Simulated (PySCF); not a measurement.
Computed XPS line lists of a few unrelated compounds.

Method: delta-SCF UKS SCAN, pcX-2 on the ionised atom, pcseg-1 elsewhere, spin-free X2C (PySCF). Geometries: PBE0-D3(BJ)/def2-SVP; isolated species, one conformer each.

Line lists (1s up to Mg, 2p3/2 beyond; areas count atoms within a level, one atom standing for each set equivalent by bonding):
1. C 1s: 290.11 eV; N 1s: 404.53 eV; Si 2p3/2: 106.21 (area 1), 106.37 (area 1) eV
2. C 1s: 289.98 (area 1), 290.03 (area 1), 290.20 (area 1) eV; Si 2p3/2: 106.32 (area 1), 106.60 (area 1) eV
3. C 1s: 290.01 (area 1), 290.05 (area 2), 290.20 (area 2), 290.21 (area 2), 290.21 (area 1), 290.23 (area 1) eV
4. O 1s: 538.47 eV; Si 2p3/2: 105.83 (area 1), 106.42 (area 2), 106.97 (area 1) eV

Structures:
A. `C[Si@@H](N)[SiH3]`
B. `CC(C)C1CCCCC1`
C. `[SiH2]([SiH]([SiH3])[SiH3])O`
D. `C[SiH2]/C=C\[SiH3]`

Task: Which list belongs to which compound?

Result: 
- 1 = A: no other candidate has this set of levels. C 1s: 290.11 Si-methyl carbon; N 1s: 404.53 silicon-bound nitrogen; Si 2p3/2: 106.21 SiH3 silicon, 106.37 SiH silicon.
- 2 = D: no other candidate has this set of levels. C 1s: 289.98 alkene CH carbon, 290.03 alkene CH carbon, 290.20 Si-methyl carbon; Si 2p3/2: 106.32 SiH2 silicon, 106.60 SiH3 silicon.
- 3 = B: no other candidate has this set of levels. C 1s: 290.01 sp3 CH carbon, 290.05 ring CH2 carbon (×2), 290.20 ring CH2 carbon (×2), 290.21 methyl carbon (×2), 290.21 ring CH2 carbon, 290.23 sp3 CH carbon.
- 4 = C: no other candidate has this set of levels. O 1s: 538.47 silanol oxygen; Si 2p3/2: 105.83 SiH silicon, 106.42 SiH3 silicon (×2), 106.97 oxygen-bound silicon.

Spin–orbit and ligand-field terms were added within each 2p shell after the spin-free SCF.
